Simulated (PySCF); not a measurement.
Au(Cl)4, SMILES [Cl][Au-]([Cl])([Cl])[Cl] (AuCl4 (anion, charge -1)), singlet at its PBE0/def2-SVP optimised geometry (Å):

```
5

Au     0.0000     0.0000     0.0000
Cl    -0.0002     2.3211     0.0000
Cl     2.3211     0.0000     0.0000
Cl     0.0002    -2.3211    -0.0004
Cl    -2.3211    -0.0001    -0.0002
```

Calculation: PBE0/def2-TZVPD, def2 effective core potentials past Kr (PySCF). The core electrons that the potentials of Au replace are not part of the density. Cells within 0.4 Å of a nucleus heavier than hydrogen are left out (blank, or x).

Map of the Laplacian of the electron density (e/bohr⁵), clipped to [-1.50, 1.50] on the plane z = 0.0 Å:

```
|5555555555555555555555555555555|
|5555555555555555555555555555555|
|5555555555555555555555555555555|
|5555555555555555555555555555555|
|5555555555555555555555555555555|
|5555555555555543455555555555555|
|555555555555539x935555555555555|
|55555555555552xxx25555555555555|
|55555555555552xxx25555555555555|
|5555555555555449445555555555555|
|5555555555555544455555555555555|
|5555555555555555555555555555555|
|5555555555555678765555555555555|
|5555553224556999996554223555555|
|5555549xx445790x097544xx9455555|
|555553xxx94589xxx98549xxx355555|
|5555549xx445790x097544xx9455555|
|5555553224556999996554223555555|
|5555555555555678765555555555555|
|5555555555555555555555555555555|
|5555555555555544455555555555555|
|5555555555555449445555555555555|
|55555555555552xxx25555555555555|
|55555555555552xxx25555555555555|
|555555555555539x935555555555555|
|5555555555555543455555555555555|
|5555555555555555555555555555555|
|5555555555555555555555555555555|
|5555555555555555555555555555555|
|5555555555555555555555555555555|
|5555555555555555555555555555555|
```
Scale: ten equal steps from -1.50 (start of '0') to 1.50 (end of '9'), in the order '0123456789'; x runs from -4.50 to 4.50, y from -4.50 (bottom) to 4.50 (top).
